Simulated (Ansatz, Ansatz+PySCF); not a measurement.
```tsv
atom	x (Å)	y (Å)	z (Å)
C	0.0000	0.0000	0.0000
H	1.2680	1.2680	1.2680
H	0.6340	-0.6340	-0.6340
H	-0.6340	0.6340	-0.6340
H	-0.6340	-0.6340	0.6340
```

Basis set: cc-pVDZ (spherical functions). Left uncorrelated: 1 orbital. Charge 0, multiplicity 1.

Computed with Ansatz (development build ahead of 0.2.0); each method stands on the lowest determinant of its kind that the runs found. Restricted open shells among the atoms or ions are ROHF, correlated in semicanonical orbitals with singles. Restricted functionals stand beside restricted open-shell atoms, which can lie above the unrestricted atoms usual in DFT and then raise those values.

The atomization energy at this shape (free ground-state atoms in the same class of orbitals less the molecule, no zero-point energy) of singlet CH4:

| method | atomization energy |
| --- | --- |
| ωB97X (unrestricted) | 13.48 eV |
| r²SCAN (unrestricted) | 13.83 eV |
| ωB97X (restricted) | 13.35 eV |
| r²SCAN (restricted) | 13.71 eV |
| PBE0 (unrestricted) | 13.60 eV |
| PBE0 (restricted) | 13.50 eV |
| PBE (unrestricted) | 13.91 eV |
| PBE (restricted) | 13.94 eV |
| RHF-CCSD(T) | 13.22 eV |
| UHF-CCSD(T) | 13.13 eV |
| UHF-MP2 | 12.52 eV |
| RHF-MP2 | 12.46 eV |
| UHF | 10.31 eV |

Question: What does RHF give?

Answer: 9.19 eV. Caution: the shape is not the minimum. Caution for ωB97X (unrestricted), r²SCAN (unrestricted), ωB97X (restricted), r²SCAN (restricted), PBE0 (unrestricted), PBE0 (restricted), PBE (unrestricted), PBE (restricted): charge can spread falsely over distant fragments. Caution for ωB97X (unrestricted), PBE0 (unrestricted): the unrestricted determinant is spin contaminated. Caution for RHF-CCSD(T), RHF-MP2, RHF: an unrestricted determinant lies well below. Caution for RHF-CCSD(T), UHF-CCSD(T), UHF-MP2, RHF-MP2: large amplitudes, a single reference is doubtful. Caution for UHF-CCSD(T), UHF-MP2: a plain start can end on a higher determinant. Caution for UHF-CCSD(T): another reference gives a lower total. Caution for UHF-CCSD(T), UHF-MP2, UHF: the unrestricted determinant is a mixture of spin states.
